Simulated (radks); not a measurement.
Spherical quantum dot in the effective-mass picture: electrons in a well V = -V0 / (1 + exp((r - R)/a)) with V0 = 28.2, R = 1.58, a = 0.12, all in effective atomic units (hartree* = m*/eps^2 hartree, bohr* = eps/m* bohr), one dielectric constant everywhere. Calculated with a radial shooting solver with Libxc functionals: non-relativistic Kohn-Sham, r2SCAN, spin-polarised, spherical densities, generalised Kohn-Sham scheme. Levels are named by radial order and angular momentum (1s, 1p, 1d, 2s, ...), and open shells are averaged over m. Results are scaled to m* = 0.264 and eps = 10.5, for which hartree* = 65.16 meV and bohr* = 2.105 nm.

N = 8, configuration 1s2 1p6. This is the lowest configuration that the search found. Occupied and some empty levels:

level,occupation,eigenvalue (meV),<r> (nm)
1s,2,-1252.6,1.832
1p,6,-1138.6,2.093
1d,0,-983.23,2.277
2s,0,-870.62,1.762
1f,0,-794.25,2.422

Energy (meV): total -11142.0, kinetic 1473.6, external -14162, Hartree 1947.0, exchange-correlation -400.18.
